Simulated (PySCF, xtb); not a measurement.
In(H)(Cl)(NH2) (ClH3InN), SMILES [NH2][InH][Cl]. One conformer was computed; it need not be the lowest.

Harmonic wavenumbers (cm⁻¹) from GFN2-xTB run with xtb 6.7.1 at its own minimum, in rising order: 102, 174, 311, 318, 400, 453, 573, 665, 1450, 1532, 3340, 3385.

### Question
What does PBE0-D3(BJ)/def2-SVP (PySCF) give at its own minimum? (The exact figures need the calculation; the answer reports its results.)

### Answer
120, 239, 315, 359, 429, 463, 635, 737, 1508, 1875, 3601, 3717. Paired by order, the mean absolute difference is 108 cm⁻¹ and the zero-point energies are 18.2 and 20.0 kcal/mol.
